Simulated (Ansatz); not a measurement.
Input file for Ansatz (a program for electronic structure): R-CCSD(T)/aug-cc-pVTZ on CH2N (SMILES C#[NH+]), atoms moved off the minimum. Charge +1.

Ansatz 0.2 input:
```yaml
crystal:
  periodic: [false, false, false]
  atoms:
    - {symbol: C, position_ang: [0.01859355, 0.03604769, -0.60498395]}
    - {symbol: N, position_ang: [0.00188494, -0.01378494, 0.55047152]}
    - {symbol: H, position_ang: [0.01149951, 0.01302186, -1.68132482]}
    - {symbol: H, position_ang: [-0.00982965, -0.00085904, 1.57797141]}
basis:
  gaussian:
    orbitals: aug-cc-pVTZ
total_charge: 1
magnetization: {spin_polarized: false}
correlation: {method: ccsd_t, electrons: outside_noble_gas}
scf: {lower_state_search: off}
output: {forces: true}
```

Program output:

```
Functional definition: HF
[...]
these checks for a lower state are left out or cut short: starts, cluster_reference, orbital_swaps, neighbouring_geometries, increment
integrals: 0.28 GiB planned
801 factors; integrals over basis functions are off by at most 1.3e-3 eV
mean field: 0.22 GiB planned
mean field evaluation 1: about -2531.7667 eV, gradient 4.7e1 eV
mean field evaluation 2: about -2531.7696 eV, gradient 4.7e1 eV
mean field evaluation 4: about -2535.8102 eV, gradient 5.0e0 eV
mean field evaluation 8: about -2535.8690 eV, gradient 3.0e-5 eV
mean field -2535.86904551 eV, -93.1914685486 hartree, gradient 2.1e-6 eV, S^2 0.000000; 0 other end points of the search recorded, 0 dependent functions left out
2 core orbitals not correlated
reference -2535.86904551 eV, -93.1914685486 hartree; 5, 5 occupied and 131, 131 virtual orbitals, 801 factors
densities: 1.27 GiB planned
second order -9.38168496 eV of doubles, -0.00000000 eV of singles
coupled cluster: 0.73 GiB planned
cycle   1  -9.17526473 eV  change    2.1e-1 eV  update   8.2e-2
cycle   2  -9.47875194 eV  change   -3.0e-1 eV  update   2.6e-2
cycle   3  -9.56478849 eV  change   -8.6e-2 eV  update   1.3e-2
cycle   4  -9.56048228 eV  change    4.3e-3 eV  update   3.5e-3
cycle   5  -9.56430864 eV  change   -3.8e-3 eV  update   1.4e-3
cycle   6  -9.56481491 eV  change   -5.1e-4 eV  update   2.3e-4
cycle   7  -9.56483366 eV  change   -1.9e-5 eV  update   5.6e-5
cycle   8  -9.56487959 eV  change   -4.6e-5 eV  update   1.4e-5
cycle   9  -9.56487792 eV  change    1.7e-6 eV  update   2.8e-6
perturbative correction -0.47303017 eV, -0.0173835380 hartree
the calculation of the forces begins
Total energy: -2545.90695359 eV, -93.5603548668 hartree
Atom 0 at     0.018594     0.036048    -0.604984 Å, force    -0.094511    -0.287613     2.153799 eV/Å
Atom 1 at     0.001885    -0.013785     0.550472 Å, force     0.042969     0.234448    -1.466474 eV/Å
Atom 2 at     0.011500     0.013022    -1.681325 Å, force     0.037347     0.089237    -0.168794 eV/Å
Atom 3 at    -0.009830    -0.000859     1.577971 Å, force     0.014195    -0.036073    -0.518531 eV/Å
Dipole moment:    -0.002078     0.008585    -0.048518 e Å
Checks for a lower state left out: starts, cluster_reference, orbital_swaps, neighbouring_geometries, increment
```

The run converged.

Cost: around 70 core-seconds (rough).
